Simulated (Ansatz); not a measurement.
One geometry of CH₆FNO₂Si (`OC(O)(F)N[SiH3]`), several functionals.

```yaml
crystal:
  periodic: [false, false, false]
  atoms:
    - {symbol: O, position_ang: [-1.742776, -1.359167, -0.273850]}
    - {symbol: C, position_ang: [-0.638388, -0.751409, 0.290848]}
    - {symbol: O, position_ang: [0.539601, -1.425308, 0.056123]}
    - {symbol: F, position_ang: [-0.911115, -0.820041, 1.640850]}
    - {symbol: N, position_ang: [-0.442790, 0.565686, -0.147167]}
    - {symbol: Si, position_ang: [1.114137, 1.344230, -0.167606]}
    - {symbol: H, position_ang: [-1.649904, -1.265062, -1.227266]}
    - {symbol: H, position_ang: [0.473737, -2.286805, 0.481130]}
    - {symbol: H, position_ang: [-1.274150, 1.126659, -0.050881]}
    - {symbol: H, position_ang: [0.797640, 2.775235, -0.411896]}
    - {symbol: H, position_ang: [1.959740, 0.830195, -1.270472]}
    - {symbol: H, position_ang: [1.851369, 1.210486, 1.114089]}
basis:
  gaussian: {orbitals: def2-TZVPP}
hamiltonian: {xc: {name: B3LYP}, dispersion: d4}
output: {forces: true, orbitals: {seedname: orbitals}}
```

```sh
$ ansatz run in.yaml --threads 4 --pin off --events-out ev --progress --plain --max-ram 10444MiB
```

Output, abridged:

```
Functional definition: B3LYP
1438 factors; their error is unknown
mean field evaluation 1: about -17308.4564 eV, gradient 8.3e1 eV
mean field evaluation 2: about -17295.5637 eV, gradient 1.2e2 eV
mean field evaluation 4: about -17319.1936 eV, gradient 6.4e0 eV
mean field evaluation 8: about -17319.2480 eV, gradient 1.1e-1 eV
mean field evaluation 16: about -17319.2719 eV, gradient 6.1e-4 eV
mean field -17319.27185300 eV, -636.4715011735 hartree, gradient 1.5e-5 eV, S^2 0.000000; 0 other end points of the search recorded, 0 dependent functions left out
reference -17319.27212171 eV, -636.4715110487 hartree; 29, 29 occupied and 252, 252 virtual orbitals, 1438 factors
Total energy: -17319.67269908 eV, -636.4862319953 hartree
Atom 0 at    -1.742776    -1.359167    -0.273850 Å, force    -0.252010    -0.154747    -0.180737 eV/Å
Atom 1 at    -0.638388    -0.751409     0.290848 Å, force    -0.000998     0.167258    -0.142191 eV/Å
Atom 2 at     0.539601    -1.425308     0.056123 Å, force     0.268406    -0.236567    -0.022840 eV/Å
Atom 3 at    -0.911115    -0.820041     1.640850 Å, force    -0.081540    -0.020148     0.460973 eV/Å
Atom 4 at    -0.442790     0.565686    -0.147167 Å, force    -0.034892     0.201573    -0.026694 eV/Å
Atom 5 at     1.114137     1.344230    -0.167606 Å, force     0.181248     0.153451    -0.030325 eV/Å
Atom 6 at    -1.649904    -1.265062    -1.227266 Å, force    -0.062417    -0.033530    -0.038527 eV/Å
Atom 7 at     0.473737    -2.286805     0.481130 Å, force     0.054971    -0.041843    -0.009685 eV/Å
Atom 8 at    -1.274150     1.126659    -0.050881 Å, force     0.001526     0.008132    -0.015370 eV/Å
Atom 9 at     0.797640     2.775235    -0.411896 Å, force     0.025371    -0.087707     0.015848 eV/Å
Atom 10 at     1.959740     0.830195    -1.270472 Å, force    -0.052590     0.037030     0.076722 eV/Å
Atom 11 at     1.851369     1.210486     1.114089 Å, force    -0.047077     0.007097    -0.087173 eV/Å
Dipole moment:    -0.017394    -0.012009    -0.295453 e Å
```

Hardware: 4 threads of an Arm Neoverse V1 on a shared host. Wall time 6 s, peak host memory 0.87 GiB.

With the line `hamiltonian: {xc: {name: B2PLYP}}` and no forces (abridged; 7 s):

```
Functional definition: B2PLYP
mean field evaluation 16: about -17298.4362 eV, gradient 1.3e-4 eV
mean field -17298.43620640 eV, -635.7058052839 hartree, gradient 4.5e-6 eV, S^2 0.000000
10 core orbitals not correlated: weight in the atoms' cores, before any rotation towards them, 1.000 or more for the frozen orbitals, at most 0.000 for the correlated occupied ones
second order -39.90417962 eV of doubles, -0.00000000 eV of singles
Total energy: -17309.21050359 eV, -636.1017534025 hartree
```

B3LYP takes the VWN-RPA correlation (the form of Gaussian; ORCA's B3LYP/G).
